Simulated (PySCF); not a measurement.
Species: cyclo-(H2SnNH)3.
Structure used (PBE0-D3(BJ)/def2-SVP), in Å, numbered top down from 1:
```
atom  x, y, z in Å
Sn1   -1.8116   -0.6224   -0.7486
H2    -3.4952   -0.3234   -0.6362
H3    -1.3554   -1.8576   -1.8405
N4    -0.8678    1.0857   -1.3874
Sn5    1.1599    1.2618   -1.1141
H6     1.8789    0.1479   -2.1952
H7     1.6129    2.9000   -1.3283
N8     1.7046    0.6470    0.7686
Sn9    0.9002   -1.1055    1.4787
H10    1.1509   -1.1970    3.1712
H11    1.6200   -2.3556    0.5594
N12   -1.1141   -1.2000    1.0945
H13   -1.3620    1.9227   -1.0751
H14    1.6071    1.4026    1.4486
H15   -1.6610   -0.7822    1.8484
```

Method: PySCF 2.14.0, PBE0-D3(BJ)/def2-SVP geometry optimisation, gas phase, def2 core potentials past Kr.

Which atoms are bound to Sn1, and at what distances?

4 atoms: H3 1.710 Å, H2 1.714 Å, N4 2.053 Å, N12 2.054 Å. The nearest atom not counted as bound is H13, at 2.61 Å (others tie with it).

List the angles at Sn1.

| angle | degrees | distance of the outer atoms (Å) |
| --- | --- | --- |
| H2–Sn1–H3 | 115.5 | 2.90 |
| N4–Sn1–N12 | 110.9 | 3.38 |
| H2–Sn1–N4 | 109.1 | 3.07 |
| H2–Sn1–N12 | 108.9 | 3.07 |
| H3–Sn1–N4 | 106.2 | 3.02 |
| H3–Sn1–N12 | 106.2 | 3.02 |

What is the shape at Sn1?

Distorted tetrahedral: angles from 106.2° to 115.5°; τ4 = (360° − α − β)/141° = 0.95 with α and β the two widest (0 for a square, 1 for a tetrahedron).

What are the other bond lengths?

N4–H13, N8–H14, N12–H15 1.021 Å.

Give some angles away from the centre.

Sn1–N4–Sn5 118.9°, Sn5–N8–Sn9 117.9°.

Charge 0, singlet. PBE0-D3(BJ)/def2-SVP frequencies: not computed here.

The run took 5.2 min of wall time on one thread of an Arm Neoverse V1, shared host, and the process peaked at 0.70 GiB of memory. That covers the optimisation of the geometry.

One conformer stands for the species.
